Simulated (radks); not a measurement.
Results of a calculation; reference values are marked as such.
Excited configurations of Nb I: one electron is placed in a higher orbital outside [Kr] 4d4. The ground configuration is [Kr] 4d4 5s1. Level of theory: scalar-relativistic Kohn-Sham, PBEsol, spin-polarised, spherical densities, finite nucleus; open shells are filled with parallel spins first (spin-orbit coupling, left out, can overturn this in heavy ions); Fermi nuclear charge, rms radius 4.324 fm (a radial shooting solver on a logarithmic mesh with Libxc functionals). Excitation = E - E(ground); binding = E(ion) - E, where the ion is the core of charge +1; n* = 1/sqrt(2 binding) in atomic units, and the quantum defect is n - n*.

outer orbital  excitation (eV)  binding (eV)     n*  quantum defect
4f                       6.255         0.950  3.785           0.215
5d                       5.618         1.587  2.928           2.072
6s                       4.835         2.370  2.396           3.604
6p                       5.455         1.751  2.788           3.212
6d                       6.214         0.992  3.704           2.296
7s                       5.927         1.278  3.262           3.738
7p                       6.183         1.022  3.648           3.352

The Delta-SCF ionisation energy is 7.205 eV (NIST Atomic Spectra Database: 6.759 eV, measured). Self-interaction in the functional shifts the binding energies and quantum defects, so they are the method's values and not measured ones. Open shells are spherical and high-spin; term and fine-structure splittings are not resolved.
